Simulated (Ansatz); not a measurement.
Mulliken charges of BGeH₅OSi (`[GeH3][B]1O[SiH2]1`) from r2SCAN/def2-TZVPP in Ansatz (PBE0-D4/def2-TZVP geometry).

```tsv
atom	x (Å)	y (Å)	z (Å)	charge (e)
Ge1	-0.037	1.381	-1.248	0.025
B2	-0.087	-0.190	0.073	0.152
O3	-0.914	-1.224	0.263	-0.260
Si4	0.331	-1.405	1.489	0.242
H5	1.299	1.364	-2.007	-0.015
H6	-0.117	2.701	-0.464	-0.015
H7	-1.190	1.335	-2.265	-0.014
H8	-0.262	-1.331	2.845	-0.057
H9	1.064	-2.678	1.298	-0.057
```

Problem. By hand: the dipole of these point charges (1 e Å = 4.8032 D).

Solution. Σ q r = (0.257, 0.133, 0.104) e Å, of length 0.307 e Å = 1.47 D.

Problem. How does the dipole of the full density compare? (An estimate is asked.)

Solution. The calculation gave: (0.147, -0.006, 0.131) e Å, 0.95 D; the point charges give 1.55 times that, at 33° from its direction.

Point charges leave out the atoms' own dipoles, such as those of lone pairs, and Mulliken's split depends on the basis, so the two needn't agree.
